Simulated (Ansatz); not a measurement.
Consider the substitution at a C–O bond: `C[O][Ti]([F])([Cl])[SeH]` + `C[O][Al]([OH])[F]` → `C[O][Al]([F])[O]C` + `[OH][Ti]([F])([Cl])[SeH]`.

Gas-phase electronic energies from Ansatz, PBE0-D4/def2-TZVP geometries. CCSD(T)/CBS adds triple-zeta CCSD(T) − MP2 to the extrapolated MP2 energy (def2 sets, frozen cores). This one scheme is used for every species. For Se, Ti outer-core shells are correlated without core-valence functions, which leaves a few kJ/mol of doubt a bond. Scalar relativity is left out up to krypton. Each species was taken in one conformer, which may not be the lowest.

```json
{"species": "`C[O][Ti]([F])([Cl])[SeH]`", "CCSD(T)/def2-TZVPP energy (Eh)": "-3924.23810"}
{"species": "`C[O][Al]([OH])[F]`", "CCSD(T)/def2-TZVPP energy (Eh)": "-532.63323"}
{"species": "`C[O][Al]([F])[O]C`", "CCSD(T)/def2-TZVPP energy (Eh)": "-571.84816"}
{"species": "`[OH][Ti]([F])([Cl])[SeH]`", "CCSD(T)/def2-TZVPP energy (Eh)": "-3885.00892"}
```

(1) Work out ΔE.

Largest T1 diagnostic among the species: 0.023, so the coupled-cluster value is less sure than usual.

Answers

(1) ΔE = (-571.84816) + (-3885.00892) − (-3924.23810) − (-532.63323) = 0.01425 Eh = +0.39 eV. CCSD(T)/CBS gives +0.37 eV.

In def2-TZVPP, CCSD(T) changes the Hartree–Fock value by +0.10 eV (the triples alone add +0.03 eV) and MP2 by +0.14 eV.
